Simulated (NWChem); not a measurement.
# SnIF3; SMILES [F][Sn]([F])([F])[I]

```xyz
5

F     -1.5617    -0.8154    -1.6777
Sn     0.0000     0.0000    -0.9320
F      0.0747     1.7601    -1.6777
F      1.4869    -0.9448    -1.6777
I      0.0000     0.0000     1.6934
```
Atoms are numbered in this order, from 1.

Level: PBE0/def2-SVP with def2 effective core potentials on Sn, I (NWChem), optimised geometry, unscaled harmonic frequencies. def2 effective core potentials on Sn, I; no spin-orbit coupling.

### Question
List the harmonic frequencies with IR intensities, and the thermochemistry.

### Answer
```csv
frequency (cm⁻¹),IR intensity (km/mol)
101,3.1
101,3.1
167,18.9
167,18.9
172,27.8
239,58.6
651,60.9
675,59.1
675,59.1
```

```json
{
 "zero_point_energy": "4.2 kcal/mol",
 "thermal correction to the enthalpy at 298.15 K (with zero-point energy)": "9.2 kcal/mol",
 "heat capacity Cv": "20.0 cal/(mol K)",
 "entropy at 298.15 K and 1 atm (symmetry number 3)": "87.7 cal/(mol K)"
}
```

Rigid rotor and harmonic oscillator.
